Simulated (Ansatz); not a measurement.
```yaml
crystal:
  periodic: [false, false, false]
  atoms:
    - {symbol: O, position_ang: [-1.084835, 0.952962, -0.468262]}
    - {symbol: Hf, position_ang: [0.503879, -0.329152, -0.206482]}
    - {symbol: F, position_ang: [0.442313, -1.250403, -1.580633]}
    - {symbol: Cl, position_ang: [-0.174351, -1.298081, 2.087684]}
    - {symbol: Cl, position_ang: [2.084822, 0.657835, -0.073589]}
    - {symbol: H, position_ang: [-1.318705, 1.771916, -0.453154]}
basis:
  gaussian: {orbitals: def2-TZVP, point_charges: [{charge: 0.50, position_ang: [6.505, -0.151, 0.814]}]}
magnetization: {spin_polarized: true, initial_magnetization: 2}
hamiltonian: {xc: {name: HF}}
correlation: {active_space: {window: {electrons: 40, orbitals: 30}}}
scf: {lower_state_search: off}
output: {forces: true}
```

```sh
$ ansatz run in.yaml --threads 2 --pin off --events-out ev --progress --plain --max-ram 20480MiB --backend cpu
```

(1) How does Ansatz answer? (An estimate is asked.)

Results:

(1) Ansatz gave: The input was rejected before any iteration.
```
Error: invalid value for `correlation.active_space`: it starts from restricted Hartree–Fock orbitals; set hamiltonian.xc: hf without magnetization.spin_polarized
```
